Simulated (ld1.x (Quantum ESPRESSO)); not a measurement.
# Before and after: ultrasoft potential for oxygen

ld1.x (Quantum ESPRESSO) 7.5 input, shortened:

```
&input
   title='O', zed=8., rel=0, dft='PBESOL', iswitch=3,
   config='[He] 2s2 2p4 3d-2'
 /
 &inputp
   pseudotype=3, tm=.true., lloc=-2, rcloc=0.80,
   nlcc=.false.,
   which_augfun='PSQ', rmatch_augfun_nc=.true.
 /
5
2S  1  0   2.00   0.00  0.75  1.00  0.0
2S  1  0   0.00  -1.30  0.75  1.00  0.0
2P  2  1   4.00   0.00  1.25  1.45  0.0
2P  2  1   0.00   3.30  1.25  1.45  0.0
3D  3  2  -2.00   0.45  1.05  1.30  0.0
 &test
   configts(1)='2s2 2p4'
 /
```

Change: waves 2s (bound): rcut 0.75, rcutus 0.94 bohr; 2s channel at -1.3 Ry: rcut 0.75, rcutus 0.94 bohr.

Cutoffs: the cutoffs (Ry, on a coarse ladder) from which the occupation-weighted sum of valence levels, in a spherical-Bessel basis at the reference potential, stays within 10 and 1 mRy of its value at 400 Ry; they do not see the model core or the augmentation charge, which bear on the density cutoff. Errors are all-electron minus pseudo energies relative to the spin-unpolarised reference configuration.

Task: How do hardness, ghosts and transferability respond?

Result: The potential gets neither clearly harder nor softer (35 Ry and 60 Ry → 35 Ry and 60 Ry); the p channel sets the loose cutoff, while the largest relative change is in s, which becomes softer; the errors of the 7 common tests hardly move; neither file shows a bound ghost.

```tsv
quantity	base	changed
cutoff, loose	35 Ry	35 Ry
cutoff, tight	60 Ry	60 Ry
loose cutoff by channel (10 mRy a level)	s 18 Ry, p 25 Ry	s 15 Ry, p 25 Ry
bound ghosts	none	none
error for 2s2 2p3, meV [ΔE 16.37 eV]	-98	-98
error for 2s2 2p2, meV [ΔE 49.85 eV]	-680	-681
error for 2s2 2p1, meV [ΔE 103.56 eV]	-2159	-2161
error for 2s0 2p6, meV [ΔE 29.64 eV]	-200	-194
error for 2s1 2p4, meV [ΔE 31.45 eV]	+33	+34
error for 2s1 2p5, meV [ΔE 14.80 eV]	-50	-49
error for 2s2 2p3.5, meV [ΔE 6.26 eV]	-17	-17
s: phases at 1.59 bohr within 0.05 rad from the reference energy up to (Ry; the scan ends near 5)	to the end of the scan	to the end of the scan
p: phases at 1.59 bohr within 0.05 rad from the reference energy up to (Ry; the scan ends near 5)	to the end of the scan	to the end of the scan
d: phases at 1.59 bohr within 0.05 rad from the reference energy up to (Ry; the scan ends near 5)	to the end of the scan	to the end of the scan
lowest overlap eigenvalue by channel	s 0.56, p 0.39, d 0.74	s 0.56, p 0.39, d 0.74
```
